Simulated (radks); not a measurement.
Initial-state core-level shifts of neutral bismuth when its valence configuration changes from [Hg] 6p3. Method: scalar-relativistic Kohn-Sham, SCAN, spin-polarised, spherical densities, finite nucleus; open shells are filled with parallel spins first (spin-orbit coupling, left out, can overturn this in heavy ions); meta-GGA in the generalised Kohn-Sham scheme; Fermi nuclear charge, rms radius 5.5211 fm; computed with a radial shooting solver on a logarithmic mesh with Libxc functionals. Shifts are changes of the shell-averaged eigenvalues in eV (positive: less bound); the change of the density at the nucleus, which sets a Mossbauer isomer shift, is in e/bohr^3, on a base of 3.212e+06.

[Xe] 4f14 5d10 6p5: 1s -3.824; 2s -3.751; 3s -3.787; 3d -3.774; density at nucleus -631.6
[Xe] 4f13.5 5d10 6s2 6p3.5: 1s -10.672; 2s -11.448; 3s -12.563; 3d -12.473; density at nucleus +160.8
[Xe] 4f14 5d9 6s2 6p4: 1s -6.490; 2s -6.721; 3s -6.591; 3d -6.625; density at nucleus +106.0
[Xe] 4f13.5 5d10 6p5.5: 1s -14.350; 2s -15.056; 3s -16.208; 3d -16.105; density at nucleus -505.4
[Xe] 4f14 5d10 6s1 6p4: 1s -1.893; 2s -1.850; 3s -1.873; 3d -1.866; density at nucleus -318.8
[Xe] 4f14 5d8 6s2 6p5: 1s -12.910; 2s -13.391; 3s -13.109; 3d -13.182; density at nucleus +209.6
[Xe] 4f13 5d10 6s2 6p4: 1s -21.523; 2s -23.099; 3s -25.338; 3d -25.159; density at nucleus +331.4
[Xe] 4f12 5d10 6s2 6p5: 1s -43.707; 2s -46.953; 3s -51.468; 3d -51.119; density at nucleus +675.4
